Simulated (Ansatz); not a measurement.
def2 core potentials replace the inner electrons of Sn.

Species: H$_{3}$O$_{3}$Sn, SMILES `[OH][Sn]([OH])[OH]` (charge 0, multiplicity 2), formula H$_{3}$O$_{3}$Sn.

### Question
How many basis functions does frozen-core CCSD(T)/def2-TZVPP // PBE0-D3(BJ)/def2-SVP (Ansatz, a program for electronic structure) use, how many core orbitals are frozen, and how many electrons are correlated?

### Answer
185 basis functions and 7 frozen orbitals, which leaves 35 correlated electrons (filled d shells below the valence shell are correlated). Core time is of the order of minutes.
